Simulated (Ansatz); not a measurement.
`CO[Si](O)(Cl)Cl`. Total charge 0; spin multiplicity 1.

```xyz
10

C     1.448   -0.721   -0.334
O     0.560    0.378   -0.292
Si   -0.997    0.331    0.127
O    -1.625    1.818    0.076
Cl   -1.153   -0.481    1.997
Cl   -2.077   -0.811   -1.154
H     1.120   -1.458   -1.074
H     2.430   -0.344   -0.620
H     1.521   -1.204    0.644
H    -1.226    2.492    0.629
```

Task: Give the diagnostics of a CCSD(T)/def2-TZVPP run (frozen core, Ansatz). (An estimate is asked.)

Result: Computed: T1 = 0.0103, largest single amplitude 0.013, largest double 0.015, (T) share of the correlation energy 3.8 %, 8 CCSD cycles. The RHF solution is stable towards an unrestricted one. T1 lies under the customary mark of 0.02 for closed shells.
